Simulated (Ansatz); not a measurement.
The first iterations of a band of BrH + GeH4O3 (10 atoms, charge 0, multiplicity 1).

All numbers below come from RKS PBE/def2-SVP (Ansatz).

* movable images: 5
* climbing image: yes
* spring: 5.0 eV/Å²
* optimiser: quadratic models (default)
* start path: through a guess of the saddle point
* force threshold: 0.05 eV/Å
* iteration limit: 60
* end points: relaxed

Image 0:

```xyz
10
Properties=species:S:1:pos:R:3
Ge 0.210 -0.573 0.167
H 0.685 -0.757 1.619
O 1.496 -0.780 -1.042
H 1.206 -1.416 -1.725
O -0.380 1.141 0.092
H -0.312 1.504 -0.814
O -1.071 -1.691 -0.387
H -1.900 -1.584 0.116
Br 0.730 3.167 2.329
H 0.190 2.275 1.286
```

Image 6:

```xyz
10
Properties=species:S:1:pos:R:3
Ge -0.220 0.924 -0.063
H 0.980 -1.950 1.259
O 1.388 0.414 -0.620
H 1.716 -0.306 -0.044
O -1.069 1.610 -1.463
H -0.764 1.150 -2.271
O -0.973 -0.557 0.609
H -1.644 -0.329 1.280
Br -0.241 2.575 1.556
H 1.680 -2.244 1.397
```

| iteration | highest image above the first end (eV) | largest band force component (eV/Å) |
| --- | --- | --- |
| 1 | 5.263 | 29.980 |
| 2 | 2.048 | 2.386 |
| 3 | 1.966 | 1.798 |
| 4 | 1.629 | 1.346 |
| 5 | 1.351 | 0.985 |
| 6 | 1.048 | 0.970 |
| 7 | 0.755 | 0.884 |
| 8 | 0.594 | 0.602 |
| 9 | 0.578 | 0.763 |
| 10 | 0.546 | 0.264 |

Does the band converge within its limit, and where does its top end?

The run converged. It ended after 31 iterations with the highest image 1.602 eV above the first end. Neighbouring images differ by up to 1.8 eV, so the band resolves the path poorly. A vibrational analysis at the climbing image gives one clearly imaginary mode, 843i cm⁻¹: a first-order saddle point. The orbitals stay closed-shell, which can raise the energy where a bond breaks towards radicals; this wasn't checked here.

Run time: 4.5 min on 4 threads of Arm Neoverse V1, with other jobs on the host, peak memory 0.21 GiB.
